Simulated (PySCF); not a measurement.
## Worked example: chemical shift, span and skew from a shielding tensor

Be(Me)(SiH3) (CH6BeSi), SMILES [SiH3][Be][CH3]. Atoms are numbered in the order given.

```xyz
9

Be     0.0000     0.0000    -0.7544
C      0.0000     0.0000    -2.4314
H     -0.6800     0.7635    -2.8456
H     -0.3212    -0.9707    -2.8456
H      1.0013     0.2072    -2.8456
Si     0.0000     0.0000     1.4362
H     -0.1768    -1.3765     2.0120
H     -1.1037     0.8414     2.0120
H      1.2805     0.5351     2.0120
```

Geometry optimised at PBE-D3(BJ)/def2-TZVP.

GIAO shieldings from PBE0/pcSseg-2 run with PySCF, non-relativistic, no solvent. The symmetric part of the tensor of C2 has the principal values 181.9, 181.9, 202.6 ppm. The same nucleus in TMS has σ = 186.1 ppm at this level (PySCF, at its B3LYP-D3(BJ)/def2-TZVP geometry).

Question: Work out the isotropic shielding, the ¹³C shift against TMS, the span and the skew.

Answer: 
σ(iso) = (σ11 + σ22 + σ33)/3 = 188.8 ppm. δ = σ(ref) − σ(iso) = 186.1 − (188.8) = -2.7 ppm.
Span Ω = σ33 − σ11 = 20.7 ppm. Skew κ = 3(σ(iso) − σ22)/Ω = 1.00, an axial tensor. Tumbling in solution averages the tensor to δ; in a static solid the shielding alone would spread this spin-1/2 line over Ω.
